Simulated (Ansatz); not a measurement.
Z-matrix (Å, degrees):
```
Si
N 1 1.764
Zn 1 2.578 2 47.2
S 1 2.170 2 101.7 3 -0.0
H 1 1.485 2 112.3 3 117.9
H 1 1.485 2 112.3 3 -118.0
B 2 1.392 1 128.1 3 180.0
H 7 1.206 2 119.9 1 -0.0
H 7 1.203 2 120.8 1 -180.0
```

The species carries charge 0 and has multiplicity 1.

(1) List the PBE/def2-TZVPP orbital energies in eV (Ansatz). (An estimate is asked.)

Answers

(1) The calculation gave: Occupied: -9408.24, -2395.53, -1780.41, -1134.72, -1000.52, -1000.50, -1000.43, -380.48, -208.46, -176.62, -154.58, -154.52, -154.42, -138.04, -126.97, -94.81, -94.77, -94.73, -84.38, -84.36, -84.20, -20.61, -17.48, -13.60, -12.88, -12.63, -12.58, -12.46, -12.12, -11.33, -9.69, -9.42, -9.12, -7.95, -7.42, -7.08, -6.53, -6.18. Lowest empty: -4.08, -1.53, -0.76, -0.67, 0.05, 0.32, 0.99, 1.52.
